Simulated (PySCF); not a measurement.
AsF3, SMILES F[As](F)F.

Geometry optimised at B3LYP-D3(BJ)/def2-SVP.

All values below come from PBE/def2-TZVPD in PySCF.

Isolated molecule, no solvent.

The total energy is -2535.02564 hartree, the point group comes out as C3v and the highest occupied level is -8.62 eV. The lowest empty level is -2.15 eV. The orbital gap comes out as 6.46 eV and the dipole moment is 2.38 D. The quadrupole, principal values (traceless, Buckingham form, about the centre of nuclear charge) is -1.21, -1.21, 2.41 D·Å and the mean static polarisability is 32.1 bohr³ (4.76 Å³). The polarisability, principal values comes out as 29.7, 33.3, 33.3 bohr³.
